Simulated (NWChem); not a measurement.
# CHF, singlet; SMILES [CH]F

```xyz
3

C      0.1339     0.7036     0.0000
F      0.0160    -0.5856     0.0000
H     -0.9473     1.0488     0.0000
```
Atoms are numbered in this order, from 1.

Computed with NWChem. Low-valent species are run as closed-shell singlets; no triplet was tried in these runs. Coordinates come from a PBE0/def2-SVP optimisation. Ions are spin-unrestricted doublets at the neutral geometry; other ion states weren't tried.

For level PBE/def2-SVP:

```
Item                                   Value
-------------------------------------  -----
vertical ionisation energy, ΔSCF (eV)  10.11
−ε(HOMO) (eV)                           5.35
```

Question: How do the values read with level CAM-B3LYP/def2-SVP instead?

Answer: The vertical ionisation energy, ΔSCF (eV) is 10.42 and the −ε(HOMO) (eV) is 8.47.
